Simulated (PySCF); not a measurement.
CrO3, SMILES [O]=[Cr](=[O])=[O], multiplicity 1. Atoms are numbered in the order given.

```xyz
4

Cr     0.0000     0.0000    -0.1957
O      1.3003    -0.7508     0.1957
O     -1.3003    -0.7508     0.1957
O      0.0000     1.5015     0.1957
```

Geometry: PBE0-D3(BJ)/def2-SVP. The multiplicity is an assumed one; other spin states were not compared. The isomer is the one that the SMILES or the coordinates give; other isomers of the formula were not compared.

All values below come from PBE/def2-TZVPD (PySCF).

Symmetry labels are those of the subgroup Cs that the program uses (full group C3v).

Computed valence orbital energies around the gap with their symmetry:
```tsv
orbital	symmetry	energy (eV)
HOMO−7	A"	-11.33
HOMO−6	A'	-10.62
HOMO−5	A"	-10.62
HOMO−4	A'	-10.50
HOMO−3	A'	-9.00
HOMO−2	A"	-8.40
HOMO−1	A'	-8.40
HOMO	A"	-7.62
LUMO	A'	-6.01
LUMO+1	A'	-4.49
LUMO+2	A"	-4.49
LUMO+3	A"	-1.81
```
